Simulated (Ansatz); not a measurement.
`C[N]=[Mo]([OH])([F])([F])[Cl]` from Hartree–Fock to CCSD(T)

Z-matrix (Å, degrees):
```
Mo
Cl 1 2.291
N 1 1.719 2 87.3
F 1 1.840 2 126.6 3 -94.8
O 1 1.842 2 115.3 3 100.0
F 1 1.903 2 82.6 3 -172.8
C 3 1.405 1 163.0 2 -21.7
H 5 0.963 1 118.1 2 -93.9
H 7 1.095 3 110.7 1 140.5
H 7 1.095 3 110.6 1 -98.7
H 7 1.098 3 108.8 1 21.0
```

Charge 0, multiplicity 1. Correlated methods include outer-core shells of Mo, which these sets cover unevenly. Mo: def2 effective core potential. The structure was optimised at the PBE0-D4/def2-TZVP level. It is one conformer, not always the lowest. Frozen core, restricted reference, Ansatz 0.2.0.

```
     basis     HF (Eh)  MP2 corr.  CCSD corr.       (T)  CCSD(T) total
  def2-SVP  -895.02747   -1.47557    -1.43397  -0.06274     -896.52418
def2-TZVPP  -895.68033   -1.94890           –         –              –
def2-QZVPP  -895.71618   -2.11020           –         –              –
```
